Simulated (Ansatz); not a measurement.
ClF₂H₃Si₂ (`F[SiH](F)[SiH2]Cl`). The species carries charge 0 and has multiplicity 1.

Cartesian coordinates in Å:
```
F -1.487 -1.432 0.862
Si -0.416 -0.274 1.065
F 0.717 -0.840 2.031
Si 0.540 0.264 -1.010
Cl -0.946 1.129 -2.143
H -1.088 0.848 1.758
H 1.640 1.247 -0.849
H 1.040 -0.941 -1.714
```

Task: List the harmonic frequencies (cm⁻¹, unscaled) at PBE0-D4/def2-TZVP in Ansatz. (Best estimate.)

Result: Ansatz gave: 33, 80, 175, 202, 318, 426, 502, 552, 680, 770, 816, 834, 885, 935, 948, 2234, 2247, 2257.

Task: Is this a minimum?

Result: Yes, all 18 modes are real.

Task: Give the ideal-gas thermochemistry at 298.15 K and 1 bar (rigid rotor, harmonic oscillator; point group C1, symmetry number 1).

Result: Zero-point energy 89.1 kJ/mol; H(298) − E = 110.5 kJ/mol; entropy 367.1 J/(mol·K), of which translation 169.8, rotation 118.9, vibration 78.4; G(298) − E = 1.1 kJ/mol. Modes under 100 cm⁻¹ are hindered rotations or soft bends, so the harmonic entropy is rough.

Task: Rotational constants (cm⁻¹)?

Result: 0.1572, 0.03972, 0.03426.
